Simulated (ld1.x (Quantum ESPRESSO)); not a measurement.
# An all-electron radial function and its pseudo partner (tungsten (W))

Columns: radius, all-electron u(r) and pseudo u(r) of the 6s shell (level -5.91 eV) of tungsten in the configuration [Xe] 4f14 5d4 6s2 6p0; LDA (PZ), scalar-relativistic, ultrasoft scheme, ld1.x (Quantum ESPRESSO) 7.5.

```tsv
r (bohr)	all-electron	pseudo
0.152	0.1303	-0.0069
0.305	-0.1602	-0.0166
0.458	-0.0963	-0.0315
0.610	0.1453	-0.0535
0.762	0.2858	-0.0840
0.915	0.2878	-0.1236
1.068	0.1949	-0.1720
1.220	0.0578	-0.2274
1.372	-0.0895	-0.2882
1.525	-0.2283	-0.3522
1.678	-0.3477	-0.4160
1.830	-0.4439	-0.4761
1.982	-0.5180	-0.5298
2.135	-0.5719	-0.5746
2.288	-0.6079	-0.6081
2.440	-0.6287	-0.6287
2.592	-0.6372	-0.6372
2.745	-0.6358	-0.6358
2.898	-0.6263	-0.6263
3.050	-0.6109	-0.6109
3.202	-0.5909	-0.5909
3.355	-0.5674	-0.5674
3.508	-0.5415	-0.5415
3.660	-0.5143	-0.5143
3.812	-0.4863	-0.4863
3.965	-0.4579	-0.4579
```

(1) How many radial nodes do the two functions have?

(2) At about which radius was the pseudo-wave matched?

(3) Where does each function peak?

(4) Is the pseudo-wave norm-conserving?

## Answers

(1) The all-electron 6s function has n − l − 1 = 5 (the table is too coarse to show those close to the nucleus); the pseudo-wave has 0, since the states of the same l below it are removed with the core.

(2) 2.40 bohr, where the columns begin to agree (steps of 0.15 bohr).

(3) Outermost all-electron maximum near 2.59 bohr, pseudo maximum near 2.59 bohr (to the table’s step).

(4) No, it belongs to an ultrasoft set: the norm inside the radius is not constrained, and the difference is carried by the augmentation charge.
